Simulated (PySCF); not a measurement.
PySCF job for CaCl, SMILES [Ca+][Cl], charge +1, TDDFT-M06-2X/def2-TZVPD. The structure is a stationary point at PBE0-D3(BJ)/def2-TZVPD. The spin state was assumed, not searched.

```python
import numpy as np
from pyscf import gto, scf, dft, tdscf

mol = gto.M(
    atom='''
    Ca    0.00000000    0.00000000   -1.06485345
    Cl    0.00000000    0.00000000    1.25276877
    ''',
    basis='def2-TZVPD',
    charge=1,
    spin=0,
    symmetry=True,
    symmetry_subgroup='C2v',
    max_memory=1600,
    verbose=4,
)
mf = dft.RKS(mol, xc='m06-2x').density_fit(auxbasis='def2-universal-jkfit')
mf.grids.level = 4
mf.conv_tol = 1e-9
mf.max_cycle = 100
mf.kernel()
mf.grids = dft.Grids(mol).set(level=2).build(with_non0tab=True)  # coarser grid for the response kernel
td = tdscf.TDDFT(mf)
td.singlet = True
td.nstates = 10
td.conv_tol = 1e-4
td.kernel(x0=td.get_init_guess(mf, 15))
td.analyze()
tt = tdscf.TDA(mf)
tt.singlet = False
tt.nstates = 4
tt.conv_tol = 1e-4
tt.kernel(x0=tt.get_init_guess(mf, 9))
tt.analyze(verbose=3)
```

It prints:

```
PySCF version 2.14.0

[INPUT] verbose = 4
[INPUT] num. atoms = 2
[INPUT] num. electrons = 36
[INPUT] charge = 1
[INPUT] spin (= nelec alpha-beta = 2S) = 0
[INPUT] symmetry True subgroup C2v
[INPUT] Mole.unit = angstrom
[INPUT] Symbol           X                Y                Z      unit          X                Y                Z       unit  Magmom
[INPUT]  1 Ca     0.000000000000   0.000000000000  -1.064853450000 AA    0.000000000000   0.000000000000  -2.012281383298 Bohr   0.0
[INPUT]  2 Cl     0.000000000000   0.000000000000   1.252768770000 AA    0.000000000000   0.000000000000   2.367389872708 Bohr   0.0

nuclear repulsion = 77.6313974556216
point group symmetry = Coov, use subgroup C2v
symmetry origin: [0.00000000e+00 0.00000000e+00 4.59663116e-09]
symmetry axis x: [1. 0. 0.]
symmetry axis y: [0. 1. 0.]
symmetry axis z: [0. 0. 1.]
num. orbitals of irrep A1 = 37
num. orbitals of irrep A2 = 7
num. orbitals of irrep B1 = 19
num. orbitals of irrep B2 = 19
number of shells = 30
number of NR pGTOs = 145
number of NR cGTOs = 82
basis = def2-TZVPD
ecp = {}


[settings echo left out]
init E= -1137.83306987133
HOMO (B1) = -0.439836533252732  LUMO (A1) = -0.154165418535801  gap/eV = 7.77351
cycle= 1 E= -1137.57152642958  delta_E= 0.262  |g|= 0.338  |ddm|=  1.9
HOMO (B2) = -0.443036444629751  LUMO (A1) = -0.286441452553166  gap/eV = 4.26117
cycle= 2 E= -1137.5771196739  delta_E= -0.00559  |g|= 0.403  |ddm|= 0.774
HOMO (B2) = -0.516959248516288  LUMO (A1) = -0.262136190984858  gap/eV = 6.93409
cycle= 3 E= -1137.62103107128  delta_E= -0.0439  |g|= 0.0218  |ddm|= 0.377
HOMO (B1) = -0.522246101495909  LUMO (A1) = -0.260486319322936  gap/eV = 7.12285
cycle= 4 E= -1137.62119137785  delta_E= -0.00016  |g|= 0.00759  |ddm|= 0.0364
HOMO (B2) = -0.521836257231527  LUMO (A1) = -0.260160566657166  gap/eV = 7.12056
cycle= 5 E= -1137.62121336588  delta_E= -2.2e-05  |g|= 0.00238  |ddm|= 0.013
HOMO (B2) = -0.521654897004229  LUMO (A1) = -0.260298303409691  gap/eV = 7.11188
cycle= 6 E= -1137.62121619645  delta_E= -2.83e-06  |g|= 0.00061  |ddm|= 0.00451
HOMO (B2) = -0.521571546301466  LUMO (A1) = -0.260318569847126  gap/eV = 7.10906
cycle= 7 E= -1137.62121650468  delta_E= -3.08e-07  |g|= 0.000133  |ddm|= 0.00189
HOMO (B2) = -0.521569351484557  LUMO (A1) = -0.260345070312862  gap/eV = 7.10827
cycle= 8 E= -1137.6212165258  delta_E= -2.11e-08  |g|= 3.38e-05  |ddm|= 0.000555
HOMO (B2) = -0.521570058170687  LUMO (A1) = -0.260343762049327  gap/eV = 7.10833
cycle= 9 E= -1137.6212165264  delta_E= -6.01e-10  |g|= 4.51e-06  |ddm|= 8.15e-05
HOMO (B1) = -0.521571628901716  LUMO (A1) = -0.260343634198268  gap/eV = 7.10838
Extra cycle  E= -1137.62121652642  delta_E= -1.48e-11  |g|= 2.43e-06  |ddm|= 9.23e-06
converged SCF energy = -1137.62121652642
tot grids = 24824


******** <class 'pyscf.tdscf.rks.TDDFT'> for <class 'pyscf.df.df_jk.DFSymAdaptedRKS'> ********
nstates = 10 singlet
deg_eia_thresh = 1.000e-03
wfnsym = None
conv_tol = 0.0001
eigh lindep = 1e-12
eigh level_shift = 0
eigh max_cycle = 100


Excitation energies (eV)
[4.62960523 4.62960524 5.23904955 6.26790495 6.26790495 6.32144329
 6.32144329 6.32383081 6.4057017  6.40682149]

** Singlet excitation energies and oscillator strengths **
Excited State   1:   B1      4.62961 eV    267.81 nm  f=0.0128
      17 -> 19       -0.69092
      17 -> 22        0.13956
Excited State   2:   B2      4.62961 eV    267.81 nm  f=0.0128
      18 -> 19       -0.69092
      18 -> 22        0.13956
Excited State   3:   A1      5.23905 eV    236.65 nm  f=0.0230
      16 -> 19       -0.67587
      16 -> 22        0.19494
Excited State   4:   B1      6.26790 eV    197.81 nm  f=0.0000
      17 -> 24        0.49701
      18 -> 23       -0.50009
Excited State   5:   B2      6.26790 eV    197.81 nm  f=0.0000
      17 -> 23       -0.50009
      18 -> 24       -0.49701
Excited State   6:   B1      6.32144 eV    196.13 nm  f=0.0087
      17 -> 22       -0.10876
      17 -> 24       -0.49099
      18 -> 23       -0.48795
Excited State   7:   B2      6.32144 eV    196.13 nm  f=0.0087
      17 -> 23       -0.48795
      18 -> 22       -0.10876
      18 -> 24        0.49099
Excited State   8:   A2      6.32383 eV    196.06 nm  f=0.0000
      17 -> 21       -0.41030
      17 -> 26        0.28227
      18 -> 20        0.41030
      18 -> 25       -0.28227
Excited State   9:   A1      6.40570 eV    193.55 nm  f=0.0000
      17 -> 20       -0.43093
      17 -> 25        0.24522
      18 -> 21        0.43093
      18 -> 26       -0.24522
Excited State  10:   A2      6.40682 eV    193.52 nm  f=0.0000
      17 -> 21       -0.43119
      17 -> 26        0.24488
      18 -> 20       -0.43119
      18 -> 25        0.24488

** Transition electric dipole moments (AU) **
state          X           Y           Z        Dip. S.      Osc.
  1        -0.3359     -0.0000      0.0000      0.1129      0.0128
  2        -0.0000     -0.3359      0.0000      0.1129      0.0128
  3         0.0000      0.0000     -0.4232      0.1791      0.0230
  4        -0.0007     -0.0000      0.0000      0.0000      0.0000
  5        -0.0000     -0.0007     -0.0000      0.0000      0.0000
  6        -0.2365     -0.0000      0.0000      0.0559      0.0087
  7        -0.0000     -0.2365      0.0000      0.0559      0.0087
  8        -0.0000      0.0000     -0.0000      0.0000      0.0000
  9         0.0000     -0.0000     -0.0000      0.0000      0.0000
 10         0.0000      0.0000     -0.0000      0.0000      0.0000

** Transition velocity dipole moments (imaginary part, AU) **
state          X           Y           Z        Dip. S.      Osc.
  1        -0.0546     -0.0000      0.0000      0.0030      0.0117
  2        -0.0000     -0.0546      0.0000      0.0030      0.0117
  3         0.0000      0.0000     -0.0891      0.0079      0.0275
  4        -0.0001      0.0000      0.0000      0.0000      0.0000
  5        -0.0000     -0.0001     -0.0000      0.0000      0.0000
  6        -0.0516     -0.0000      0.0000      0.0027      0.0076
  7        -0.0000     -0.0516      0.0000      0.0027      0.0076
  8        -0.0000      0.0000     -0.0000      0.0000      0.0000
  9        -0.0000     -0.0000     -0.0000      0.0000      0.0000
 10        -0.0000      0.0000     -0.0000      0.0000      0.0000

** Transition magnetic dipole moments (imaginary part, AU) **
state          X           Y           Z
  1        -0.0000      0.3833     -0.0000
  2        -0.3833     -0.0000     -0.0000
  3        -0.0000      0.0000      0.0000
  4         0.0000      0.0016      0.0000
  5        -0.0016      0.0000      0.0000
  6         0.0000      0.4792     -0.0000
  7        -0.4792     -0.0000     -0.0000
  8         0.0000      0.0000     -0.0000
  9        -0.0000     -0.0000     -0.0000
 10         0.0000     -0.0000     -0.0000


******** <class 'pyscf.tdscf.rks.TDA'> for <class 'pyscf.df.df_jk.DFSymAdaptedRKS'> ********
nstates = 4 triplet
deg_eia_thresh = 1.000e-03
wfnsym = None
conv_tol = 0.0001
eigh lindep = 1e-12
eigh level_shift = 0
eigh max_cycle = 100


Excitation energies (eV)
[4.65280732 4.65280732 5.15378943 6.13934883]

** Triplet excitation energies and oscillator strengths **
Excited State   1:   B1      4.65281 eV    266.47 nm  f=0.0000
Excited State   2:   B2      4.65281 eV    266.47 nm  f=0.0000
Excited State   3:   A1      5.15379 eV    240.57 nm  f=0.0000
Excited State   4:   A1      6.13935 eV    201.95 nm  f=0.0000
```

Self-consistency was reached.

Cost: about 40 core-seconds (a rough figure).
